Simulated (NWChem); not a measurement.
System meant: PbHSBr, singlet; SMILES [SH][Pb][Br]

Here is an NWChem input.

```
start job
memory heap 200 mb stack 900 mb global 1100 mb
geometry units angstroms noautoz
  Pb     0.529881    -0.532031     0.000000
  Br    -0.323938     1.979302     0.000000
  S     -1.809996    -1.600538     0.000000
  H     -1.286052    -2.861974     0.000000
end
basis spherical
  Pb library def2-svp
  Br library def2-svp
  S library def2-svp
  H library def2-svp
end
ecp
  Pb library def2-ecp
end
dft
  xc xpbe96 cpbe96
  iterations 4
  mulliken
end
task dft energy
```

End of the output:

```
    Atom       Charge   Shell Charges
 -----------   ------   -------------------------------------------------------
    1 Pb  22    21.82   1.49  0.48  1.15  0.77  3.09  2.71  1.07  0.84  9.29  0.94
    2 Br  35    35.10   2.00  2.00  1.96  1.16  0.76  5.99  5.81  2.40  3.01  7.83  2.04  0.15
    3 S   16    16.07   2.00  1.95  1.02  0.71  5.81  1.89  2.64  0.04
    4 H    1     1.01   0.61  0.32  0.08

 center of mass
 --------------
 x =   0.12173057 y =  -0.00409695 z =   0.00000000

 moments of inertia (a.u.)
 ------------------
        1651.836356157559          -0.000000000000           0.000000000000
          -0.000000000000         609.355115744575           0.000000000000
           0.000000000000           0.000000000000        2261.191471902134

     Multipole analysis of the density
     ---------------------------------

     L   x y z        total         alpha         beta         nuclear
     -   - - -        -----         -----         ----         -------
     0   0 0 0      0.000000    -37.000000    -37.000000     74.000000

     1   1 0 0      1.222583     28.538240     28.538240    -55.853898
     1   0 1 0     -0.869395    -30.680556    -30.680556     60.491718
     1   0 0 1     -0.000000     -0.000000     -0.000000      0.000000

     2   2 0 0    -47.118207   -142.906501   -142.906501    238.694796
     2   1 1 0     -1.925122    -47.401441    -47.401441     92.877760
     2   1 0 1      0.000000      0.000000      0.000000      0.000000
     2   0 2 0    -43.352961   -363.979088   -363.979088    684.605214
     2   0 1 1      0.000000      0.000000      0.000000      0.000000
     2   0 0 2    -43.367270    -21.683635    -21.683635      0.000000

 ------------------------------------------------------------------------
 dft energy failed                                                                                  0
 ------------------------------------------------------------------------
 ------------------------------------------------------------------------
  current input line :
    23: task dft energy
 ------------------------------------------------------------------------
 ------------------------------------------------------------------------
 This type of error is most commonly associated with calculations not reaching convergence criteria
 ------------------------------------------------------------------------
 For more information see the NWChem manual at https://nwchemgit.github.io

0:dft energy failed:Received an Error in Communication
```

Problem. Can this run be used? If not, why, and what is the fix?

Solution. The run did not converge; its last values are not results. Cause: the SCF was allowed too few iterations. This input runs:
```
start job
memory heap 200 mb stack 900 mb global 1100 mb
geometry units angstroms noautoz
  Pb     0.529881    -0.532031     0.000000
  Br    -0.323938     1.979302     0.000000
  S     -1.809996    -1.600538     0.000000
  H     -1.286052    -2.861974     0.000000
end
basis spherical
  * library def2-svp
end
ecp
  Pb library def2-ecp
end
dft
  xc xpbe96 cpbe96
  iterations 150
  mulliken
end
task dft energy
```
It converges to -3164.95261 Ha (PBE/def2-SVP with def2 effective core potentials on Pb).
